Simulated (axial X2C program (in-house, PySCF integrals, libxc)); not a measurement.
Potential curves of SrO⁺, two-component

Computed with an in-house all-electron X2C program for linear molecules (integrals from PySCF). Two-component (2c) means X2C with spin–orbit coupling and atomic mean-field two-electron Coulomb and Gaunt terms. Basis: Sr dyall-cv3z [13s12p8d5f1g], O dyall-av3z [7s6p3d2f] (cores contracted in-house); Gaussian nuclei, density fitting, unrestricted open shells. Masses: Sr 87.906 u, O 15.995 u.

State: Ω = 3/2 (⟨Sz⟩ = 0.50, ⟨Lz⟩ = 1.00 at HF). Energies in cm⁻¹ from the fragments at the same level (Sr+ + O). Fits are polynomials in 1 − R0/R over 0.85 to 1.23 times the lowest point R0.

| R (Å) | CCSD(T) | CCSD | PBE | MP2 |
| --- | --- | --- | --- | --- |
| 1.8348 |  |  | -22375 | -19008 |
| 1.9192 | -22241 | -21509 | -26315 | -23199 |
| 1.9825 | -24198 | -23471 | -28062 | -25094 |
| 2.0457 | -25312 | -24587 | -29009 | -26155 |
| 2.1090 | -25764 | -25037 | -29331 | -26560 |
| 2.1828 | -25642 | -24910 | -29101 | -26389 |
| 2.2566 | -24991 | -24250 | -28387 | -25698 |
| 2.3515 | -23604 | -22845 | -26974 | -24266 |
| 2.4675 |  |  | -24776 | -21979 |
| 2.6362 |  |  | -21156 | -18102 |

Correlated methods: 15 electrons correlated (number of frozen shells: Sr 3 s, 2 p, 1 d; O 1 s), 263 virtual spin orbitals or spinors in MP2.

Dissociation energies refer to the lowest single-determinant-based atoms at the same level and basis. Density functionals use the spin component along the axis (collinear). Coupled cluster ran in a truncated set of natural virtual spinors; the MP2 energy of the rest was added. (T) has no such correction and the atoms are truncated less, which lowers De at CCSD(T) by a hundredth of an eV or more. In 2c an atomic determinant is not the ground J level, so De misses part of the atomic spin–orbit lowering. This holds for PBE. Without a current term, density functionals place determinants with orbital angular momentum somewhat too high. The state is one determinant with fixed occupations, lowest in a PBE0 search at one distance only: followed along the bond, the spin-free determinant M_S = 1/2, Λ = 0 reaches 0.14 eV lower at PBE0, at Re = 1.979 Å, so the state shown is not the lowest. At some level and bond length an empty orbital lies below a filled one. Coupled cluster ran on the points near the minimum only. MP2 and coupled cluster on one determinant become unreliable at the stretched end.

(1) What are Re, ωe and De at the CCSD(T) level?

(2) What are Re, ωe and De at the CCSD level?

(3) What are Re, ωe and De at the PBE level?

(4) What are Re, ωe and De at the MP2 level?

## Answers

(1) At CCSD(T), 2c: Re = 2.131 Å, ωe ≈ 544 cm⁻¹, De = 3.20 eV to Sr+ + O; Be follows as 0.274 cm⁻¹.

(2) At CCSD, 2c: Re = 2.130 Å, ωe ≈ 547 cm⁻¹, De = 3.11 eV to Sr+ + O; Be follows as 0.275 cm⁻¹.

(3) At PBE, 2c: Re = 2.117 Å, ωe ≈ 540 cm⁻¹, De = 3.64 eV to Sr+ + O; Be follows as 0.278 cm⁻¹.

(4) At MP2, 2c: Re = 2.125 Å, ωe ≈ 547 cm⁻¹, De = 3.29 eV to Sr+ + O; Be follows as 0.276 cm⁻¹.
